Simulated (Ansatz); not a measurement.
Geometry optimisation, RKS PBE0/def2-SVP (Ansatz 0.2.0).

Input file:

```yaml
crystal:
  periodic: [false, false, false]
  atoms:
    - { symbol: Ga, position_ang: [-0.062099, 0.606613, -0.485282] }
    - { symbol: "N", position_ang: [-0.167274, 0.044492, 2.573232] }
    - { symbol: H, position_ang: [-0.947479, -0.323908, 3.1163] }
    - { symbol: H, position_ang: [0.674826, -0.035829, 3.140194] }
    - { symbol: H, position_ang: [1.426738, 0.187186, -0.75142] }
    - { symbol: H, position_ang: [-1.287271, -0.207092, -1.034931] }
    - { symbol: P, position_ang: [-0.469228, 2.708178, 0.361167] }
    - { symbol: H, position_ang: [-1.582748, 2.358498, 1.183607] }
    - { symbol: H, position_ang: [0.500197, 2.687123, 1.408339] }
    - { symbol: H, position_ang: [-0.338764, 1.05504, 2.405693] }
basis:
  gaussian: { orbitals: def2-SVP }
hamiltonian:
  xc: pbe0
relax:
  f_tol: 0.03
  max_steps: 50
```

Command:

```bash
$ ansatz run input.yaml --threads 2 --pin off --max-ram 3072MiB --backend cpu --events-out ev --progress --plain --runs-dir out
```

Problem. Where does it end, and by what steps?

Solution. The run converged. After 7 steps the energy has fallen by 0.803 eV; H3 moved furthest, 0.76 Å. Joined: Ga1–N2 (3.11 → 2.17 Å).

| step | energy less start (eV) | largest force component (eV/Å) | accepted |
| --- | --- | --- | --- |
| 0 | 0.0000 | 0.875 | yes |
| 1 | -0.2127 | 1.496 | yes |
| 2 | -0.4620 | 1.853 | yes |
| 3 | -0.6871 | 1.154 | yes |
| 4 | -0.7637 | 0.358 | yes |
| 5 | -0.7932 | 0.255 | yes |
| 6 | -0.8025 | 0.057 | yes |
| 7 | -0.8031 | 0.013 | yes |

```xyz
10
Properties=species:S:1:pos:R:3
Ga -0.085 0.543 0.122
N -0.148 0.042 2.229
H -0.872 -0.646 2.435
H 0.742 -0.333 2.555
H 1.401 0.109 -0.190
H -1.289 -0.347 -0.382
P -0.483 2.868 0.145
H -1.610 2.806 1.028
H 0.443 3.159 1.198
H -0.351 0.880 2.775
```

Time of the run: 18 s on 2 threads of Arm Neoverse V2 (shared host), peak memory 0.21 GiB.
